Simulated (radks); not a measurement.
Question: Neutral beryllium, [He] 2s2. All-electron calculation, non-relativistic Kohn-Sham, LDA (Slater exchange, Perdew-Wang correlation), spin-polarised, spherical densities, point nucleus. Program: a radial shooting solver on a logarithmic mesh with Libxc functionals. Every spin shell is full or empty, so the densities are truly spherical. Functionals are evaluated on that one density, not self-consistently. Rank these exchange functionals by their error against the exact value of the orbitals, and give that value: LDA, B88, PBE, revPBE, WC, AM05, SOGGA, B86b, G96, EV93, TPSS, MS2, MVS.

Answer: Exact: -2.63650 hartree. From best to worst, with 100 (|E| - |E exact|)/|E exact| (equal figures are ties): B86b -0.09, B88 -0.15, G96 -0.18, revPBE +0.32, MVS -0.33, TPSS +0.50, MS2 +0.61, PBE -0.96, WC -3.07, EV93 +4.87, SOGGA -5.51, AM05 -10.31, LDA -13.13.
